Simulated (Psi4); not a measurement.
C$_{6}$H$_{16}$N$_{2}$, singlet, geometry from GFN2-xTB of the parent state; R2SCAN/6-31G (Psi4).

Here is a job for Psi4.
```
memory 2 GB

molecule mol {
0 1
  C     2.258999   -1.067161    1.113909
  N     1.322709   -0.374449    0.278824
  C     1.581234    0.984246   -0.070656
  C     0.539180   -1.141724   -0.637765
  C    -0.726008   -0.403151   -1.145153
  N    -1.311649    0.465901   -0.173280
  C    -1.468478   -0.051869    1.146697
  C    -2.208330    1.486140   -0.630372
  H     2.540300   -0.436867    1.956577
  H     1.819375   -1.989004    1.491947
  H     3.173480   -1.328031    0.566679
  H     0.642289    1.550616   -0.023274
  H     1.966344    1.079415   -1.092010
  H     2.294591    1.424228    0.621165
  H     0.258936   -2.077046   -0.145848
  H     1.118869   -1.407329   -1.534268
  H    -0.487148    0.189965   -2.032003
  H    -1.432493   -1.186020   -1.458677
  H    -0.477222   -0.185685    1.598520
  H    -2.045295    0.637192    1.757888
  H    -1.960475   -1.030884    1.148019
  H    -3.203397    1.080642   -0.852187
  H    -1.824235    1.948820   -1.538322
  H    -2.320917    2.250943    0.137020
}

set basis 6-31g
set reference rks

energy('r2scan')
print_variables()
```

Predict the main parts of the log of this Psi4 run.


```
   => Loading Basis Set <=

    Name: 6-31G
    Role: ORBITAL
    Keyword: BASIS

         ---------------------------------------------------------
                                   SCF
               by Justin Turney, Rob Parrish, Andy Simmonett
                          and Daniel G. A. Smith
                              RKS Reference
         ---------------------------------------------------------

  ==> Geometry <==

    Molecular point group: c1
    Full point group: C1

    Geometry (in Angstrom), charge = 0, multiplicity = 1:

       Center              X                  Y                   Z               Mass
    ------------   -----------------  -----------------  -----------------  -----------------
         C            2.259536899625    -1.062712697341     1.119042919067    12.000000000000
         N            1.323246899625    -0.370000697341     0.283957919067    14.003074004430
         C            1.581771899625     0.988694302659    -0.065522080933    12.000000000000
         C            0.539717899625    -1.137275697341    -0.632631080933    12.000000000000
         C           -0.725470100375    -0.398702697341    -1.140019080933    12.000000000000
         N           -1.311111100375     0.470349302659    -0.168146080933    14.003074004430
         C           -1.467940100375    -0.047420697341     1.151830919067    12.000000000000
         C           -2.207792100375     1.490588302659    -0.625238080933    12.000000000000
         H            2.540837899625    -0.432418697341     1.961710919067     1.007825032230
         H            1.819912899625    -1.984555697341     1.497080919067     1.007825032230
         H            3.174017899625    -1.323582697341     0.571812919067     1.007825032230
         H            0.642826899625     1.555064302659    -0.018140080933     1.007825032230
         H            1.966881899625     1.083863302659    -1.086876080933     1.007825032230
         H            2.295128899625     1.428676302659     0.626298919067     1.007825032230
         H            0.259473899625    -2.072597697341    -0.140714080933     1.007825032230
         H            1.119406899625    -1.402880697341    -1.529134080933     1.007825032230
         H           -0.486610100375     0.194413302659    -2.026869080933     1.007825032230
         H           -1.431955100375    -1.181571697341    -1.453543080933     1.007825032230
[...]
   @DF-RKS iter   4:  -347.39046155362087   -3.02275e-02   7.64154e-04 ADIIS/DIIS
   @DF-RKS iter   5:  -347.39333099811313   -2.86944e-03   1.08624e-04 ADIIS/DIIS
   @DF-RKS iter   6:  -347.39340274299201   -7.17449e-05   3.99987e-05 DIIS
   @DF-RKS iter   7:  -347.39341112450205   -8.38151e-06   1.14412e-05 DIIS
   @DF-RKS iter   8:  -347.39341188704589   -7.62544e-07   1.56886e-06 DIIS
   @DF-RKS iter   9:  -347.39341190566518   -1.86193e-08   3.11899e-07 DIIS
  Energy and wave function converged.

  ==> Post-Iterations <==

   Electrons on quadrature grid:
      Ntotal   =   66.0000051635 ; deviation = 5.164e-06

    Orbital Energies [Eh]
    ---------------------

    Doubly Occupied:

[...]
    Virtual:

[...]
    Final Occupation by Irrep:
              A
    DOCC [    33 ]
    NA   [    33 ]
    NB   [    33 ]

  @DF-RKS Final Energy:  -347.39341190566518

   => Energetics <=

    Nuclear Repulsion Energy =            434.3139457443735409
    One-Electron Energy =               -1329.2766672798397849
    Two-Electron Energy =                 599.8425800157783669
    DFT Exchange-Correlation Energy =     -52.2732703859772698
    Empirical Dispersion Energy =           0.0000000000000000
    VV10 Nonlocal Energy =                  0.0000000000000000
    Total Energy =                       -347.3934119056651753

Computation Completed

Properties will be evaluated at   0.000000,   0.000000,   0.000000 [a0]

Properties computed using the SCF density matrix

 Multipole Moments:

 ------------------------------------------------------------------------------------
     Multipole            Electronic (a.u.)      Nuclear  (a.u.)        Total (a.u.)
 ------------------------------------------------------------------------------------

 L = 1.  Multiply by 2.5417464519 to convert [e a0] to [Debye]
 Dipole X            :         -0.0680357            0.0670954           -0.0009403
 Dipole Y            :         -0.5625820            0.5548103           -0.0077717
 Dipole Z            :         -0.6492742            0.6403009           -0.0089733
 Magnitude           :                                                    0.0119081

 ------------------------------------------------------------------------------------

  Variable Map:
  ----------------------------------------------------------------------------
[...]
  Array Variable Map:
  ----------------------------------------------------------------------------
[...]
[...]
```
